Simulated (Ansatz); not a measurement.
The cluster Hg2O. Total charge 0; singlet. Geometry PBE-D4/def2-TZVP, basis def2-TZVP, Ansatz.

Cartesian coordinates in Å:
```
Hg 1.058 -0.940 -1.484
Hg -1.058 0.938 1.484
O 0.000 0.001 -0.001
```

| run | HOMO (eV) | LUMO (eV) |
| --- | --- | --- |
| A | -6.78 | -3.99 |
| B | -6.42 | -4.06 |
| C | -6.90 | -3.76 |
| D | -6.76 | -3.74 |
| E | -8.14 | -2.26 |
| F | -5.80 | -4.45 |

In the def2 sets Hg takes a core potential; there is no spin–orbit coupling. B3LYP takes the VWN-RPA correlation. HSE06 is defined as in plane-wave codes, on full-range PBE exchange. The order of the spin states hangs on the level: the triplet lies 0.22 eV below the singlet at r2SCAN0-D4/def2-TZVP, but 0.11 eV above it at B3LYP-D4/def2-TZVP. The structure comes from a short search, and lower isomers may exist.

Question: The runs used B3LYP, HSE06, PBE, PBE0, r2SCAN0, ωB97M-V. Estimate which is which.

Answer: A B3LYP (20 % exact exchange); B HSE06 (range-separated); C r2SCAN0 (25 % exact exchange); D PBE0 (25 % exact exchange); E ωB97M-V (range-separated); F PBE (0 % exact exchange). Exact exchange lowers occupied and raises empty levels; among semilocal functionals meta-GGAs tend to open the gap a little, and such runs are hard to tell apart. The gap grows from 1.36 eV (PBE) to 5.88 eV (ωB97M-V).
